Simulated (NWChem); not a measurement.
C$_{2}$H$_{7}$S cation; SMILES CC[SH2+]

```xyz
10

C      0.3650    -1.6850     0.0000
C     -0.6639    -0.5756     0.0000
S      0.0286     1.1522     0.0000
H      1.0050    -1.6685    -0.9046
H      1.0050    -1.6685     0.9046
H     -0.1821    -2.6503     0.0000
H     -1.3209    -0.5631    -0.8950
H     -1.3209    -0.5631     0.8950
H      0.9640     1.0212     0.9973
H      0.9640     1.0212    -0.9973
```
Atoms are numbered in this order, from 1.

Level: PBE-D3(BJ)/def2-SVP (NWChem), optimised geometry, unscaled harmonic frequencies. 

Task: List the harmonic frequencies with IR intensities, and the thermochemistry.

Result: 
```
frequency (cm⁻¹)  IR intensity (km/mol)
----------------  ---------------------
205                                26.2
266                                 1.4
300                                 3.4
547                                14.4
659                                 0.1
778                                12.5
814                                12.7
945                                16.4
1071                                1.5
1084                                0.6
1140                                7.8
1228                                0.0
1257                               19.0
1349                               12.0
1392                               11.9
1406                               25.4
1412                                5.4
2536                               28.8
2556                               31.4
2985                                5.9
3010                                5.0
3069                               10.0
3078                                6.1
3092                                0.8
```

```yaml
zero_point_energy: 51.7 kcal/mol
thermal correction to the enthalpy at 298.15 K (with zero-point energy): 55.4 kcal/mol
heat capacity Cv: 16.7 cal/(mol K)
entropy at 298.15 K and 1 atm (symmetry number 1): 69.0 cal/(mol K)
```

Rigid rotor and harmonic oscillator.
